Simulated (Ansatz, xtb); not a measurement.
**A geometry optimisation of F3GeH2Si with r2SCAN-D4/def2-SVP**

The starting geometry of this gas-phase doublet has its atoms placed at random.

```xyz
7

F     0.2888    0.2194   -0.1098
F    -1.1752   -0.9840    0.9688
F     0.9957   -1.2562    0.0558
Ge   -1.6807   -0.3329   -1.0823
Si    0.5891    0.8374   -1.8511
H    -0.4723   -0.9715   -1.6578
H     0.5832   -0.9301   -1.7388
```

Task: One run relaxed it with r2SCAN-D4/def2-SVP. What is a likely outcome?

Result: It loosens into FH2Si + F2Ge, which stay close as a complex. Distances that change by over a tenth: Ge4–Si5 (2.67 → 3.36 Å), Si5–H7 (1.77 → 1.50 Å). Contacts that open: F1–Si5 (1.87 → 2.82 Å), Ge4–H6 (1.48 → 2.32 Å). Contacts that close: F1–Ge4 (2.26 → 1.78 Å), F2–Ge4 (2.21 → 1.75 Å), F3–Si5 (2.86 → 1.62 Å), Si5–H6 (2.11 → 1.52 Å).

The energy falls by 10.14 eV over 28 steps:

| step | E − E(last) (eV) |
| --- | --- |
| 1 | 10.142 |
| 4 | 5.533 |
| 7 | 3.041 |
| 10 | 1.267 |
| 13 | 0.173 |
| 16 | 0.064 |
| 19 | 0.045 |
| 22 | 0.006 |
| 25 | 0.000 |
| 28 | 0.000 |

Final geometry (Å):

```xyz
7

F    -0.6074    1.1479    0.0738
F    -1.6099   -1.1557    0.8528
F     1.2976   -1.0046   -0.1075
Ge   -2.0381    0.1426   -0.2408
Si    0.9608   -0.4920   -1.6077
H    -0.5395   -0.6455   -1.8223
H     1.6650   -1.4106   -2.5635
```

From the same start GFN2-xTB ends elsewhere, in pieces: F2HSi + FGeH.

From so rough a start the end depends on the optimiser's path, so another program may land elsewhere. No frequencies were run, so the end isn't proven a minimum. Open shells are spin-unrestricted. Run with Ansatz 0.2.0, 2.1 min on 2 threads of Intel(R) Xeon(R) 6975P-C (Granite Rapids), with other jobs on the host.
